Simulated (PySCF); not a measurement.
**Correlation energy of Sn⁺ (tin, charge +1)**

[Kr] 4d10 5s2 5p1, 2P determinant. Calculation: PySCF 2.14, in cc-pVDZ-PP with ECP28MDF; scalar relativity through the core potential. Frozen: 4s2 4p6 4d10; 3 electrons correlated.

MP2 pair energies summed by pair of shells (mhartree):

```
 pair  energy  share (%)
5s-5s  -15.75       59.3
5s-5p  -10.80       40.7
```

Total MP2 correlation energy: -26.56 mhartree.

Same-spin part -1.86 and opposite-spin part -24.70 mhartree; SCS-MP2 scales them by 1/3 and 6/5 to -30.26 mhartree.

```tsv
level	correlation energy (mhartree)
CCSD	-39.76
(T)	-0.36
CCSD(T)	-40.12
```

Diagnostics: T1 = 0.0090, D1 = 0.0221, largest double amplitude 0.097.

Q: Is a single reference adequate?

A: Mostly. T1 lies below 0.03, but a double amplitude of this size points to a near-degeneracy that CCSD handles and MP2 describes poorly.
